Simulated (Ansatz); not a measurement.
Isolated molecules relaxed with PBE0-D4/def2-TZVP in Ansatz; ΔE leaves out vibrations. CCSD(T)/CBS is the MP2 limit (def2-TZVPP, def2-QZVPP) plus CCSD(T) − MP2 in def2-TZVPP, frozen cores. This one scheme is used for every species. Functionals use def2-TZVPP. Elements past krypton have def2 core potentials. For Sn outer-core shells are correlated without core-valence functions, which leaves a few kJ/mol of doubt a bond. Each species was taken in one conformer, which may not be the lowest.

`C[O][SnH2][S]C` + H₂ → `C[S][SnH3]` + CH₃OH  (hydrogenolysis of the Sn–O bond)

CCSD(T)/CBS gives +1.6 kcal/mol.

Question: Another level gave -0.1 kcal/mol. Which?
A. HF/def2-TZVPP
B. r2SCAN-D4/def2-TZVPP
C. PBE0/def2-TZVPP
D. ωB97X-V/def2-TZVPP

Answer: D. ωB97X-V -0.1, r2SCAN-D4 1.1, HF/def2-TZVPP -5.3, PBE0 -3.1 kcal/mol.

Largest T1 diagnostic among the species: 0.013.

The D4 term adds +2.6 kcal/mol with B3LYP and +1.5 kcal/mol with PBE0; it sums over pairs of atoms, weighted by their polarisabilities, and B3LYP, whose exchange is more repulsive, gets the larger term. In def2-TZVPP, CCSD(T) changes the Hartree–Fock value by +5.1 kcal/mol (the triples alone add +1.5 kcal/mol) and MP2 by +7.0 kcal/mol. From PBE to PBE0 (25 % exact exchange), in def2-TZVPP and without D4, ΔE moves by −1.9 kcal/mol.

B3LYP here is the variant with VWN-RPA as its local correlation; programs differ in this.
